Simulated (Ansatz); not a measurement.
Spectroscopic constants of LiF+, multiplicity 2 (lowest of 2S+1 = 2, 4 at CCSD(T)/def2-TZVPP on PBE0 minima; our sources give no spin for the ground state, which may be another).

Constants: fifth-degree fit in 1/R to seven points, most abundant isotopes. In def2 and cc sets the state is the lowest found near the PBE0 minimum, followed along R.

Programs: Ansatz (Gaussian orbitals). Values without a source in brackets are computed.

Energies at BHLYP/def2-TZVPP:

```json
[
 {"R (Å)": "1.900651", "E (hartree)": "-107.03604981"},
 {"R (Å)": "1.951743", "E (hartree)": "-107.03640275"},
 {"R (Å)": "1.998749", "E (hartree)": "-107.03650779"},
 {"R (Å)": "2.051885", "E (hartree)": "-107.03643774"},
 {"R (Å)": "2.105022", "E (hartree)": "-107.03622022"},
 {"R (Å)": "2.166333", "E (hartree)": "-107.03584485"},
 {"R (Å)": "2.237863", "E (hartree)": "-107.03530556"}
]
```

With a reduced mass of 5.1238 u, find the minimum, the force constant and the constants.

A fifth-degree polynomial in 1/R puts the minimum at r_e = 2.0043 Å with force constant 30.2 N/m. Then ω_e = (1/2πc)√(k/μ) = 316 cm⁻¹ and B_e = h/(8π²cμr_e²) = 0.8190 cm⁻¹; the cubic and quartic terms give α_e = 0.038 and ω_e x_e = 13 cm⁻¹.

Ansatz is a first-principles code.
